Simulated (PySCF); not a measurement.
Species: C3H9FO3Si2.
Structure used (GFN2-xTB), in Å, numbered top down from 1:
```xyz
18
C3H9FO3Si2 angstrom
F      0.9080    1.5696    1.5206
Si     0.5916    0.3484    0.5180
O      1.9766   -0.2959    0.0726
Si     3.5244    0.0555   -0.2979
O     -0.2746   -0.7611    1.3058
C     -1.6700   -0.8278    1.1198
C     -2.0630   -0.6171   -0.3379
C     -1.6324    0.7624   -0.8223
O     -0.2357    0.9428   -0.7368
H      3.5296    0.7312   -1.5939
H      4.0764    0.9098    0.7490
H      4.1194   -1.2763   -0.3356
H     -2.1462   -0.0655    1.7482
H     -1.9845   -1.8168    1.4654
H     -3.1419   -0.7234   -0.4467
H     -1.5600   -1.3720   -0.9447
H     -2.1247    1.5370   -0.2222
H     -1.9018    0.9054   -1.8730
```

Probes without a nucleus sit at each ring's centroid and 1 Å off its mean plane on both sides; NICS is minus the shielding there, NICSzz its component along the normal. Level: GIAO PBE0/pcSseg-1 (PySCF, non-relativistic, gas phase) on the GFN2-xTB geometry, one conformer.

Ring bond lengths (Å), with Mayer bond orders in brackets: Si2–O5 1.613 (1.03), O5–C6 1.409 (0.87), C6–C7 1.524 (1.04), C7–C8 1.524 (1.04), C8–O9 1.411 (0.87), O9–Si2 1.616 (1.01).

Problem. What do the NICS probes read (ppm)?

Solution. 
```csv
ring,type,NICS(0),"NICS(1), two faces","NICS(1)zz, two faces",rms pucker (Å),"centre to ring atoms, mean (Å)"
Si2–O5–C6–C7–C8–O9,6-membered ring with 2 O and Si; formal bonds all single,-2.4,-0.6 / -2.3,2.4 / 2.9,0.20,1.48
```

Problem. What can be read from them?

Solution. 
- Si2–O5–C6–C7–C8–O9: mean NICS(1)zz 2.7 ppm, near zero. Si2, C6, C7, C8 have four or more neighbours, so the value isn't read as a sign of a π ring current.

Problem. What field does 7.05 T along the ring normal induce along that normal at the second NICS(1) probe listed for ring Si2–O5–C6–C7–C8–O9, 1 Å off the ring?

Solution. NICSzz × B0 = 2.9 ppm × 7.05 T = 20 μT, along the applied field.

Problem. Give the inner angles of the rings and the Hirshfeld charges of the ring atoms.

Solution. 
- Si2–O5–C6–C7–C8–O9: Si2 110.9° (+0.572 e), O5 120.0° (-0.232 e), C6 112.0° (+0.013 e), C7 110.9° (-0.079 e), C8 112.1° (+0.013 e), O9 120.5° (-0.236 e); sum 686.3° against 720° for a flat convex ring.

Problem. How shielded are the nuclei of the rings and their hydrogens (means over atoms taken as equivalent)?

Solution. 
```tsv
atoms	environment	σ isotropic (ppm)	principal values of the symmetric part, first atom (ppm)
Si2	fluorine-bound silicon	441.6	413.8, 442.3, 468.6
O5 (×2)	silyl ether oxygen	284.6	232.2, 298.1, 322.1
C6 (×2)	sp3 carbon bound to oxygen	117.9	92.4, 109.6, 152.5
C7	ring CH2 carbon	151.3	141.2, 151.2, 161.6
H13 (×2)	methylene hydrogen	27.37	22.7, 26.0, 33.4
H14 (×2)	methylene hydrogen	27.33	22.1, 26.6, 33.4
H15	methylene hydrogen	30.35	26.4, 27.3, 37.3
H16	methylene hydrogen	29.64	27.0, 27.5, 34.4
```

Time: 1.9 min (grids of density and orbitals included); peak memory 0.95 GiB. Hardware: Intel Xeon at 2.50 GHz, one thread, no GPU, shared host with 64 logical CPUs at a one-minute load of 54. This is the whole shielding run at PBE0/pcSseg-1, SCF included.
